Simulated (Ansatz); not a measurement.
Ideal-gas functions of CH4N2Si (`C1=N[SiH2]N1`) at 800 K and 1 bar, from an Ansatz frequency run at PBE0-D4/def2-TZVP.

Molar mass 72.14 g/mol, point group C1 (symmetry number 1), electronic degeneracy 1, moments of inertia 42.263, 61.228, 97.235 u Å². Harmonic wavenumbers (cm⁻¹, unscaled): 245, 422, 601, 649, 671, 693, 776, 927, 975, 1000, 1100, 1248, 1327, 1570, 2243, 2250, 3094, 3659.

Use S(trans) = R[1.5 ln M + 2.5 ln T − 1.1517]; rotational temperatures θ = 24.2544 K / I; S(rot) = R[ln(√π/σ · √(T³/θAθBθC)) + 1.5]; for each mode x = 1.438777 ν̃/T, S = R[x/(eˣ − 1) − ln(1 − e⁻ˣ)] and H = RT x/(eˣ − 1); 1 cm⁻¹ = 0.0119627 kJ/mol; R = 8.31446 J/(mol·K).

Q: By hand: the entropy, in J/(mol·K).

A: Translation 182.7. Rotation: θ = 0.5739, 0.3961, 0.2494 K, giving 112.5. Vibration, mode by mode: 15.20, 10.80, 8.06, 7.49, 7.24, 7.00, 6.19, 4.97, 4.63, 4.47, 3.88, 3.14, 2.81, 1.99, 0.75, 0.75, 0.21, 0.09, in all 89.7. Electronic 0.0. Sum 384.9 J/(mol·K).

Q: By hand: H − E and G − E in kJ/mol, counted from the electronic energy.

A: Zero-point energy ½ × 23450 × 0.0119627 = 140.3; thermal vibration 42.0; translation, rotation and pV give 4 RT = 26.6. H − E = 208.9 kJ/mol, and G − E = 208.9 − 800 × 384.9/1000 = -99.0 kJ/mol.

Vibration gives 23 % of the entropy. The sum counts one conformer and one mirror image; others add a mixing term.
